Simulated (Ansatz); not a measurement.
Isolated molecules relaxed with PBE0-D4/def2-TZVP in Ansatz; ΔE leaves out vibrations. CBS: MP2 limit from def2 TZ/QZ plus the TZ coupled-cluster correction, frozen cores. This one scheme is used for every species. Functionals use def2-TZVPP. HSE06 is defined as in plane-wave codes. For Zn outer-core shells are correlated without core-valence functions, which leaves a few kJ/mol of doubt a bond. Scalar relativity is left out up to krypton. One conformer a species, not always the lowest.

Reaction (ligand exchange at a Zn–C bond): `S[CH2][ZnH]` + `C[SiH2]N` → `C[SiH2][NH][ZnH]` + CH₃SH

**Question.** Is it downhill or uphill in electronic energy at CCSD(T)/CBS, and by how much? (Best estimate.)

**Answer.** Ansatz gave: Downhill: ΔE = -60.7 kJ/mol.

**Question.** What do these levels give: BLYP-D4, r2SCAN-D4, HSE06-D4, HSE06, HF/def2-QZVPP, MP2/CBS(def2)? (Estimate.)

**Answer.** The calculation gave: BLYP-D4 -58.2, r2SCAN-D4 -59.6, HSE06-D4 -55.5, HSE06 -53.8, HF/def2-QZVPP -66.9, MP2/CBS(def2) -61.4 kJ/mol.

Largest T1 diagnostic among the species: 0.014.

From BLYP to BHLYP (50 % exact exchange), in def2-TZVPP and without D4, ΔE moves by −6.0 kJ/mol. Leaving LDA and LC-ωPBE aside and taking each functional with its dispersion term where it has one, the values, not all of them listed here, spread over 9.5 kJ/mol, from BHLYP-D4 to PBE-D4. At CCSD(T), def2-SVP lies −9.5 kJ/mol from the extrapolated value and def2-TZVPP −2.3 kJ/mol.
